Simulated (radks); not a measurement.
The numbers below are computed, except where a source is named.
Valence configurations of Ce III (all share [Xe]). Code: a radial shooting solver on a logarithmic mesh with Libxc functionals. Model: scalar-relativistic Kohn-Sham, PBE, spin-polarised, spherical densities, finite nucleus; open shells are filled with parallel spins first (spin-orbit coupling, left out, can overturn this in heavy ions); Fermi nuclear charge, rms radius 4.8771 fm. Energies are relative to 4f2; eigenvalues in eV for spin up.

| valence | E (eV) | moment (Bohr magnetons) | e(4f) | e(5d) | e(6p) | e(6s) |
|---|---|---|---|---|---|---|
| 4f2 | 0.000 | 2 | -13.425 | - | - | - |
| 4f1 6p1 | 6.829 | 2 | -22.061 | - | -11.942 | - |
| 4f1 6s1 | 2.944 | 2 | -21.054 | - | - | -15.272 |
| 5d2 | 7.017 | 2 | - | -16.919 | - | - |
| 4f1 5d1 | 1.541 | 2 | -18.556 | -15.235 | - | - |
| 4f1.5 5d0.5 | 0.334 | 2 | -15.857 | -14.399 | - | - |
| 4f0.5 5d0.5 6p1 | 9.645 | 2 | -25.098 | -18.442 | -12.177 | - |
| 5d1 6p1 | 13.564 | 2 | - | -19.361 | -12.400 | - |
| 4f1.5 6s0.5 | 0.779 | 2 | -17.028 | - | - | -14.183 |

NIST lists [Xe] 4f2 as the ground configuration; this level of theory agrees among the configurations tried. The energies are those of spherical high-spin densities, not of single terms.
